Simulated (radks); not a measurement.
Valence configurations of the bismuth ion Bi+. Calculated with a radial shooting solver on a logarithmic mesh with Libxc functionals: scalar-relativistic Kohn-Sham, LDA (Slater exchange, Perdew-Wang correlation), spin-polarised, spherical densities, finite nucleus; open shells are filled with parallel spins first (spin-orbit coupling, left out, can overturn this in heavy ions); Fermi nuclear charge, rms radius 5.5211 fm. Order these by energy: [Xe] 4f13 5d8.5 6s2 6p4.5; [Xe] 4f14 5d8 6s2 6p4; [Xe] 4f13 5d8.5 6s1 6p5.5; [Hg] 6p2; [Xe] 4f13 5d10 6s2 6p3; [Xe] 4f13 5d9 6s2 6p4; [Xe] 4f14 5d10 6s1.5 6p2.5; [Xe] 4f14 5d10 6s1 6p3; [Xe] 4f14 5d10 6p4; [Xe] 4f12 5d10 6s2 6p4.

Answer. From the lowest, in eV above it: [Hg] 6p2 0.000; [Xe] 4f14 5d10 6s1.5 6p2.5 4.700; [Xe] 4f14 5d10 6s1 6p3 9.165; [Xe] 4f14 5d10 6p4 22.091; [Xe] 4f14 5d8 6s2 6p4 53.044; [Xe] 4f13 5d10 6s2 6p3 157.85; [Xe] 4f13 5d9 6s2 6p4 188.70; [Xe] 4f13 5d8.5 6s2 6p4.5 205.20; [Xe] 4f13 5d8.5 6s1 6p5.5 218.22; [Xe] 4f12 5d10 6s2 6p4 335.72. NIST lists [Hg] 6p2 as the ground configuration; this level of theory agrees among the configurations tried. The energies are those of spherical high-spin densities, not of single terms.
